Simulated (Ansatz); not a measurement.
Computed with Ansatz on PBE0-D4/def2-TZVP structures; ΔE is electronic, products minus reactants. CCSD(T)/CBS is the MP2 limit (def2-TZVPP, def2-QZVPP) plus CCSD(T) − MP2 in def2-TZVPP, frozen cores. This one scheme is used for every species. DFT in def2-TZVPP. HSE06 is defined as in plane-wave codes. Elements past krypton have def2 core potentials. For Zr outer-core shells are correlated without core-valence functions, which leaves a few kJ/mol of doubt a bond. Each species was taken in one conformer, which may not be the lowest.

Consider the ligand exchange at a Zr–C bond: `[CH3][Zr]([F])([F])[F]` + `CNC` → `C[N](C)[Zr]([F])([F])[F]` + CH₄.

| level | ΔE (kJ/mol) |
| --- | --- |
| BLYP-D4 | -125.1 |
| PBE0 | -111.6 |
| HSE06 | -111.6 |
| CCSD/def2-SVP | -136.7 |

(1) What does CCSD(T)/CBS give? (Best estimate.)

Largest T1 diagnostic among the species: 0.017.

Answers

(1) Computed: -119.2 kJ/mol. The listed levels differ from it by -5.9, 7.6, 7.6, -17.5 kJ/mol.

At CCSD(T), def2-SVP lies −21.5 kJ/mol from the extrapolated value and def2-TZVPP −4.8 kJ/mol. Leaving LDA and LC-ωPBE aside and taking each functional with its dispersion term where it has one, the values, not all of them listed here, spread over 10.6 kJ/mol, from BLYP-D4 to ωB97M-V. LDA lies −5.9 kJ/mol from PBE without D4. From r2SCAN to r2SCAN0 (25 % exact exchange), in def2-TZVPP and without D4, ΔE moves by +3.2 kJ/mol.
